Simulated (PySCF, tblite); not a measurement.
C7H11F3O.
Bonds: C1–C2, C2–C3, C2–C4, C4–O5, O5–C6, C6–F7, C6–F8, C6–F9, C4–C10, C10–C11, C4–C11. Hydrogens: H12, H13, H14 on C1; H15 on C2; H16, H17, H18 on C3; H19, H20 on C10; H21, H22 on C11.

Computed geometry: GFN2-xTB, gas phase.

Question: Give the optimised bond lengths and angles.

Answer: 
| bond | length (Å) |
| --- | --- |
| C1–C2, C2–C3 | 1.528 |
| C2–C4 | 1.521 |
| C4–O5 | 1.440 |
| O5–C6 | 1.308 |
| C6–F7, C6–F8 | 1.349 |
| C6–F9 | 1.334 |
| C4–C10, C4–C11 | 1.499 |
| C10–C11 | 1.502 |
| C1–H12 and 5 like bonds | 1.087 |
| C2–H15 | 1.095 |
| C10–H19, C11–H22 | 1.079 |
| C10–H20, C11–H21 | 1.078 |

Bonds in one row agree within 0.01 Å and their mean is given. A selection of angles:
| angle | degrees |
| --- | --- |
| C2–C1–H12 | 110.9 |
| C2–C1–H13 | 110.4 |
| H12–C1–H13 | 108.5 |
| H13–C1–H14 | 108.3 |
| C1–C2–C3 | 111.0 |
| C1–C2–C4 | 111.0 |
| C1–C2–H15 | 108.8 |
| C3–C2–C4 | 110.1 |
| C4–C2–H15 | 106.8 |
| C2–C4–O5 | 110.9 |
| C2–C4–C10 | 120.5 |
| C2–C4–C11 | 120.4 |
| O5–C4–C10 | 120.2 |
| O5–C4–C11 | 116.2 |
| C10–C4–C11 | 60.1 |
| C4–O5–C6 | 119.8 |
| O5–C6–F7 | 115.4 |
| O5–C6–F8 | 114.1 |
| O5–C6–F9 | 109.4 |
| F7–C6–F8 | 104.8 |
| F7–C6–F9 | 106.7 |
| C4–C10–C11 | 60.1 |
| C4–C10–H19 | 116.8 |
| C4–C10–H20 | 120.0 |
| C11–C10–H19 | 118.7 |
| C11–C10–H20 | 118.2 |
| H19–C10–H20 | 113.3 |
| C4–C11–H21 | 117.5 |

Torsions: C1–C2–C4–O5 63° (synclinal); C2–C4–O5–C6 -118° (anticlinal); C4–O5–C6–F7 42° (synclinal); C2–C4–C10–C11 -110° (anticlinal); C2–C4–C11–C10 110° (anticlinal). The mirror-image conformer, all signs reversed, is as good.

The C–O distances run from 1.308 Å (O5–C6, drawn single) to 1.440 Å (C4–O5, drawn single), a spread of 0.132 Å. Of the pairs four or more bonds apart, F8···H20 is among the closest relative to their van der Waals radii: 2.40 Å, 90 % of the sum of Bondi's values. The C–C distances run from 1.497 Å (C4–C10, drawn single) to 1.528 Å (C1–C2, drawn single), a spread of 0.031 Å. The 3-membered ring C4–C10–C11 has internal angles of 59.8° to 60.1°.

Point group: C1 (no symmetry element, even within 0.4 Å). Its GFN2-xTB frequencies are all real (lowest 51 cm⁻¹). The numbers are those of one conformer. 3 starts were optimised and ended at 0.00, 0.01 and 0.82 kcal/mol (GFN2-xTB); the lowest of these is shown.
